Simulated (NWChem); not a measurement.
**Basis-set convergence for CH4F2Si**

```xyz
8

F      1.7227     0.0736     0.8462
C      1.0747    -0.5721    -0.2034
Si    -0.8054    -0.3288    -0.0961
F     -1.1896     1.2308    -0.4300
H      1.4686    -0.1920    -1.1752
H      1.3063    -1.6645    -0.1698
H     -1.2822    -0.6422     1.2897
H     -1.4640    -1.2052    -1.1242
```
Charge 0, spin multiplicity 1.

The numbers come from NWChem runs, not from measurements. Structure: optimised with PBE/def2-SVP, a minimum by its harmonic frequencies. It is one conformer; others weren't searched.

Quantity: vertical ionisation energy at the level ΔHF (Δ: difference of total energies, the cation a doublet at the parent's geometry; it is the state that the SCF runs reached, from PBE0 orbitals for Hartree-Fock references, and need not be the lowest).

The Pople sets run with spherical d functions. The structure started from a generated list of species. The stability of the SCF solutions was not checked. Open-shell Hartree-Fock references start from PBE0 orbitals; any time given for them includes that run.

The cost column gives rough processor time relative to 3-21G; each entry includes its own SCF.

| basis | functions | vertical ionisation energy (eV) | relative cost |
|---|---|---|---|
| 3-21G | 48 | 11.30 | 1 |
| def2-SVP | 80 | 11.31 | under 3 |
| cc-pVDZ | 80 | 11.18 | under 3 |
| pcseg-1 | 80 | ___ | under 3 |
| 6-31+G* | 84 | ___ | under 3 |
| 6-311G** | 104 | ___ | under 3 |

Complete the blanks.


- pcseg-1, vertical ionisation energy (eV): 11.39
- 6-31+G*, vertical ionisation energy (eV): 11.32
- 6-311G**, vertical ionisation energy (eV): 11.25
